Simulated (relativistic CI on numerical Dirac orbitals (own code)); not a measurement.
# Hf⁴⁶⁺: q coefficients and field-shift factors

Method of calculation: Dirac-Coulomb-Breit CI, separate exchange-only KLI orbitals for each configuration, derivatives by finite differences, unscaled Slater integrals, QED left out (own radial code, finite nucleus).

Configuration list (outside the closed core [Ne]): 3s2.3p6.3d8, 3s2.3p5.3d9, 3s2.3p4.3d10, 3s.3p6.3d9, 3p6.3d10, 3s.3p5.3d10, 3s2.3p6.3d7.4s, 3s2.3p6.3d7.4p. Levels of other configurations are missing.

With x = (α/α₀)² − 1 an excitation energy changes as ω = ω₀ + qx; K = 2q/ω₀ is the relative enhancement. Terms are leading LS components, so labels can repeat. The field-shift factor is F = δν/δ⟨r²⟩ for the transition from the lowest level.

Lowest level 3s2.3p6.3d8 3F_4.

```tsv
Level	ω₀ (cm⁻¹)	q (cm⁻¹)	K	F (GHz/fm²)
3s2.3p6.3d8 1D_2	70159	2083	0.0594	-0.0194
3s2.3p6.3d8 3P_0	220815	22510	0.204	1.27
3s2.3p6.3d8 3F_3	456870	480000	2.1	10.9
3s2.3p6.3d8 3P_2	530441	484500	1.83	11.2
3s2.3p6.3d8 3P_1	571772	488900	1.71	11.5
3s2.3p6.3d8 1G_4	575333	470300	1.63	11.4
3s2.3p6.3d8 3F_2	968899	960700	1.98	21.8
3s2.3p6.3d8 1S_0	1160426	960900	1.66	22.6
3s2.3p5.3d9 3F°_4	3279129	599300	0.365	32.4
3s2.3p5.3d9 1D°_2	3356964	611900	0.365	32
3s2.3p5.3d9 3D°_3	3481688	628700	0.361	33.8
3s2.3p5.3d9 1P°_1	3567241	627300	0.352	26.7
3s2.3p5.3d9 3D°_2	3862160	1.082e+06	0.56	43.4
```

At this charge energies of transitions that change n are usually good to better than 1 %, and those within a shell (Δn = 0) to a few per cent.
